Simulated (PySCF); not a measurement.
C$_{2}$H$_{4}$NO (SMILES CC([NH])=O), doublet, at a GFN2-xTB geometry; R2SCAN/6-31G* in PySCF.

Input for PySCF:
```python
from pyscf import gto, scf, dft

mol = gto.M(
    atom='''
O     0.52038037    1.10899932    0.47787017
C     0.07362476    0.04155692    0.01629218
N     0.97908963   -0.79537771   -0.38307541
C    -1.37266602   -0.31112209   -0.09746586
H    -1.87439289    0.42856119   -0.71790388
H    -1.47291315   -1.29927869   -0.53410739
H    -1.82638734   -0.28731230    0.89115672
H     1.95127056   -0.52892976   -0.29353686
''',
    basis='6-31g*',
    spin=1,
    verbose=4,
)

mf = dft.UKS(mol)
mf.xc = 'r2scan'
mf.kernel()
```

What the program printed (banner, timings and long lists left out):

```
PySCF version 2.14.0

[INPUT] verbose = 4
[INPUT] num. atoms = 8
[INPUT] num. electrons = 31
[INPUT] charge = 0
[INPUT] spin (= nelec alpha-beta = 2S) = 1
[INPUT] symmetry False subgroup None
[INPUT] Mole.unit = angstrom
[INPUT] Symbol           X                Y                Z      unit          X                Y                Z       unit  Magmom
[INPUT]  1 O      0.520380370000   1.108999320000   0.477870170000 AA    0.983376379900   2.095704987129   0.903043744399 Bohr   0.0
[INPUT]  2 C      0.073624760000   0.041556920000   0.016292180000 AA    0.139130632387   0.078531197380   0.030787758172 Bohr   0.0
[INPUT]  3 N      0.979089630000  -0.795377710000  -0.383075410000 AA    1.850211252102  -1.503046037484  -0.723907609955 Bohr   0.0
[INPUT]  4 C     -1.372666020000  -0.311122090000  -0.097465860000 AA   -2.593962838297  -0.587935541402  -0.184183781895 Bohr   0.0
[INPUT]  5 H     -1.874392890000   0.428561190000  -0.717903880000 AA   -3.542089211932   0.809863276718  -1.356641716963 Bohr   0.0
[INPUT]  6 H     -1.472913150000  -1.299278690000  -0.534107390000 AA   -2.783402458770  -2.455280883584  -1.009316688206 Bohr   0.0
[INPUT]  7 H     -1.826387340000  -0.287312300000   0.891156720000 AA   -3.451371869973  -0.542941559219   1.684042134866 Bohr   0.0
[INPUT]  8 H      1.951270560000  -0.528929760000  -0.293536860000 AA    3.687366953327  -0.999532385532  -0.554704272865 Bohr   0.0

nuclear repulsion = 114.585805473569
number of shells = 32
number of NR pGTOs = 124
number of NR cGTOs = 64
basis = 6-31g*
ecp = {}

******** <class 'pyscf.dft.uks.UKS'> ********
method = UKS
initial guess = minao
damping factor = 0
level_shift factor = 0
DIIS = <class 'pyscf.scf.diis.CDIIS'>
diis_start_cycle = 1
diis_space = 8
diis_damp = 0
SCF conv_tol = 1e-09
SCF conv_tol_grad = None
SCF max_cycles = 50
direct_scf = True
direct_scf_tol = 1e-13
number electrons alpha = 16  beta = 15
XC library pyscf.dft.libxc version 7.1.2
    S. Lehtola, C. Steigemann, M. J. T. Oliveira, and M. A. L. Marques,  SoftwareX 7, 1–5 (2018)
XC functionals = r2scan
    J. W. Furness, A. D. Kaplan, J. Ning, J. P. Perdew, and J. Sun,  J. Phys. Chem. Lett. 11, 8208–8215 (2020)
    J. W. Furness, A. D. Kaplan, J. Ning, J. P. Perdew, and J. Sun,  J. Phys. Chem. Lett. 11, 9248–9248 (2020)
    J. W. Furness, A. D. Kaplan, J. Ning, J. P. Perdew, and J. Sun,  J. Phys. Chem. Lett. 11, 8208–8215 (2020)
    J. W. Furness, A. D. Kaplan, J. Ning, J. P. Perdew, and J. Sun,  J. Phys. Chem. Lett. 11, 9248–9248 (2020)
radial grids:
    Treutler-Ahlrichs [JCP 102, 346 (1995); DOI:10.1063/1.469408] (M4) radial grids

becke partition: Becke, JCP 88, 2547 (1988); DOI:10.1063/1.454033
pruning grids: <function nwchem_prune>
grids dens level: 3
symmetrized grids: False
atomic radii adjust function: <function treutler_atomic_radii_adjust>
small_rho_cutoff = 0
Set gradient conv threshold to 3.16228e-05
tot grids = 95456
init E= -208.799024350834

cycle= 1 E= -208.284920502902  delta_E= 0.514  |g|= 0.532  |ddm|= 1.95
cycle= 2 E= -207.207623131249  delta_E= 1.08  |g|= 1.55  |ddm|=  1.7
cycle= 3 E= -208.358032480262  delta_E= -1.15  |g|= 0.312  |ddm|= 1.54
cycle= 4 E= -208.390895344154  delta_E= -0.0329  |g|= 0.197  |ddm|= 0.424
cycle= 5 E= -208.407543598409  delta_E= -0.0166  |g|= 0.0592  |ddm|= 0.167
cycle= 6 E= -208.408450112511  delta_E= -0.000907  |g|= 0.0409  |ddm|= 0.0589
cycle= 7 E= -208.409100282426  delta_E= -0.00065  |g|= 0.017  |ddm|= 0.0239
cycle= 8 E= -208.40922712984  delta_E= -0.000127  |g|= 0.0037  |ddm|= 0.0139
cycle= 9 E= -208.409233673113  delta_E= -6.54e-06  |g|= 0.000597  |ddm|= 0.00373
cycle= 10 E= -208.409233854727  delta_E= -1.82e-07  |g|= 0.000204  |ddm|= 0.000697
cycle= 11 E= -208.409233880076  delta_E= -2.53e-08  |g|= 2.55e-05  |ddm|= 0.000283
cycle= 12 E= -208.409233880669  delta_E= -5.93e-10  |g|= 1.4e-05  |ddm|= 6.51e-05
Extra cycle  E= -208.40923387875  delta_E= 1.92e-09  |g|= 6.53e-05  |ddm|= 6.71e-05
converged SCF energy = -208.40923387875  <S^2> = 0.7555767  2S+1 = 2.005569
```
